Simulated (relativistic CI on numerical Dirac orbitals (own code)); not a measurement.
Calculated levels, Sn XIX

Calculated at this level of theory: Dirac-Coulomb-Breit CI, orbitals from a KLI potential per configuration, model QED, unscaled Slater integrals (own radial code, finite nucleus).

CI space (outside the closed core [Ar] 3d10): 4s2 4p2, 4s 4p3, 4p4, 4s2 4p 4d, 4s 4p2 4d, 4s2 4p 4f, 4s 4p2 4f, 4p3 4d, 4s 4p 4d2, 4s2 4d 4f, 4s2 4p 5s, 4p3 4f, 4s2 4p 5p, 4p3 5s, 4s 4p 4d 5s, 4s 4p2 5s, 4s2 4p 5d, 4p2 4d 4f, 4s2 4f 5s, 4s 4p2 5p, 4s 4p 4f2, 4s2 4p 5f, 4s2 4p 5g, 4s 4p2 5d, 4s2 4p 6s, 4s2 4p 6p, 4s 4p 5s2, 4s2 4d2, 4s 4d3, 4s 4d2 4f, 4p2 4d2, 4p 4d3, 4p 4d2 4f, 4p 4d2 5s, 4s2 4f2, 4s 4d 4f2, 4s 4f3, 4p2 4f2, 4p 4d 4f2, 4p 4f3, 4p 4f2 5s, 4s2 4d 5s, 4s 4d2 5s, 4s 4d 4f 5s, 4s 4p 4d 4f, 4p2 4d 5s, 4p 4d 4f 5s, 4p 4d 5s2, 4s2 5s2, 4s 4d 5s2, 4s 4f 5s2, 4s 4p 4f 5s, 4s 4f2 5s. Double excitations out of closed p, d and f shells are left out; levels of such configurations are missing from the list, as are those of other unlisted configurations, and high levels can miss mixing partners. These lack a partner that the ground configuration has and come out too high: 4s 4p2 5p, 4s 4p2 5d, 4s2 4p 5p, 4s2 4p 5d, 4s2 4p 5f.

The lowest level is 4s2 4p2 3P_0, with 80 % of that term; Hund's rules for 4s2 4p2 give 3P with J = 0, in agreement.

```csv
No.,Configuration,Term,J,E (eV),%,Landé g,jj configuration (%)
1,4s2 4p2,3P,0,0.000,80,,4p1/2^2 (95)
2,4s2 4p2,3P,1,8.253,98,1.500,4p1/2 4p3/2 (98)
3,4s2 4p2,3P,2,10.390,50,1.252,4p1/2 4p3/2 (95)
4,4s2 4p2,1D,2,20.347,50,1.246,4p3/2^2 (95)
5,4s2 4p2,1S,0,25.744,79,,4p3/2^2 (94)
6,4s 4p3(4S°),5S°,2,47.366,77,1.873,4s 4p3/2 (66)
7,4s 4p3(2D°),3D°,1,55.944,64,0.782,4s 4p3/2 (69)
8,4s 4p3(2D°),3D°,2,57.832,64,1.333,4s 4p1/2 4p3/2^2 (72)
9,4s 4p3(2D°),3D°,3,60.833,93,1.332,4s 4p1/2 4p3/2^2 (93)
10,4s 4p3(2P°),3P°,0,65.541,94,,4s 4p1/2 4p3/2^2 (94)
11,4s 4p3(2P°),3P°,1,66.816,66,1.304,4s 4p1/2 4p3/2^2 (77)
12,4s 4p3(2D°),1D°,2,67.647,34,1.233,4s 4p1/2 4p3/2^2 (57)
13,4s 4p3(4S°),3S°,1,74.085,53,1.556,4s 4p1/2 4p3/2^2 (72)
14,4s 4p3(2D°),1D°,2,75.414,35,1.207,4s 4p3/2^3 (62)
15,4s2 4p 4d,3F°,2,81.829,85,0.716,4p1/2 4d3/2 (80)
16,4s 4p3(2P°),1P°,1,85.119,49,1.348,4s 4p3/2^3 (72)
17,4s2 4p 4d,3F°,3,85.740,88,1.095,4p1/2 4d5/2 (72)
18,4s2 4p 4d,3P°,2,89.284,47,1.273,4p1/2 4d5/2 (84)
19,4s2 4p 4d,3D°,1,90.643,54,0.845,4p1/2 4d3/2 (84)
20,4s2 4p 4d,3F°,4,92.963,98,1.249,4p3/2 4d5/2 (98)
21,4s2 4p 4d,1D°,2,96.809,42,1.059,4p3/2 4d3/2 (57)
22,4s2 4p 4d,3P°,0,97.916,93,,4p3/2 4d3/2 (93)
23,4s2 4p 4d,3P°,1,98.872,63,1.190,4p3/2 4d3/2 (81)
24,4s2 4p 4d,3D°,3,98.955,73,1.271,4p3/2 4d3/2 (42)
25,4s2 4p 4d,3D°,2,100.164,40,1.298,4p3/2 4d5/2 (60)
26,4s2 4p 4d,1F°,3,105.840,82,1.048,4p3/2 4d5/2 (58)
27,4s2 4p 4d,1P°,1,107.433,79,0.968,4p3/2 4d5/2 (78)
28,4p4,3P,2,110.604,57,1.361,4p3/2^2 (78)
29,4p4,3P,0,116.071,49,,4p3/2^2 (75)
30,4s 4p2(3P)<4P> 4d,5F,1,118.958,56,0.564,4s 4p1/2^2 4d3/2 (55)
31,4p4,3P,1,120.127,56,1.100,4p1/2 4p3/2^3 (56)
32,4s 4p2(3P)<4P> 4d,5F,2,120.330,55,1.127,4s 4p1/2^2 4d3/2 (40)
33,4p4,1D,2,121.221,45,1.128,4p1/2 4p3/2^3 (64)
34,4s 4p2(3P)<4P> 4d,5F,3,122.781,56,1.343,4s 4p1/2^2 4d5/2 (52)
35,4s 4p2(3P)<4P> 4d,5D,0,126.304,92,,4s 4p1/2 4p3/2 4d3/2 (91)
36,4s 4p2(3P)<4P> 4d,5D,1,126.834,81,1.375,4s 4p1/2 4p3/2 4d3/2 (78)
37,4s 4p2(3P)<4P> 4d,5D,2,127.022,51,1.264,4s 4p1/2 4p3/2 4d3/2 (74)
38,4s 4p2(3P)<4P> 4d,5F,4,127.057,75,1.371,4s 4p1/2 4p3/2 4d5/2 (82)
39,4s 4p2(3P)<4P> 4d,5F,3,127.542,33,1.307,4s 4p1/2 4p3/2 4d3/2 (63)
40,4s 4p2(3P)<4P> 4d,5D,4,129.485,48,1.371,4s 4p1/2 4p3/2 4d5/2 (44)
41,4s 4p2(3P)<4P> 4d,3F,2,129.810,72,0.830,4s 4p1/2 4p3/2 4d5/2 (33)
42,4s 4p2(3P)<4P> 4d,5F,5,130.510,83,1.367,4s 4p1/2 4p3/2 4d5/2 (72)
43,4s 4p2(1D)<2D> 4d,3F,3,133.136,57,1.251,4s 4p1/2 4p3/2 4d5/2 (63)
44,4s 4p2(3P)<4P> 4d,3P,2,133.983,50,1.368,4s 4p1/2 4p3/2 4d5/2 (60)
45,4p4,1S,0,134.347,44,,4p3/2^4 (59)
```

Energies count from the lowest computed level; ° marks odd parity. Percentages are summed over parent terms; the parents shown are those of the largest component, closed shells are left out there, and <> holds an intermediate term. Filled j subshells are mostly left out of the jj labels.

The mean weight of the leading LS term, summed over parents, in these 45 levels is 64 %, and that of the leading jj configuration (from the same eigenvectors) 72 %.

At this charge energies of transitions that change n are usually good to better than 1 %, and those within a shell (Δn = 0) to a few per cent.

LS names give the leading component of a level, which can be under half, so a name can repeat, a term be missing and a line seem to break the LS rules.
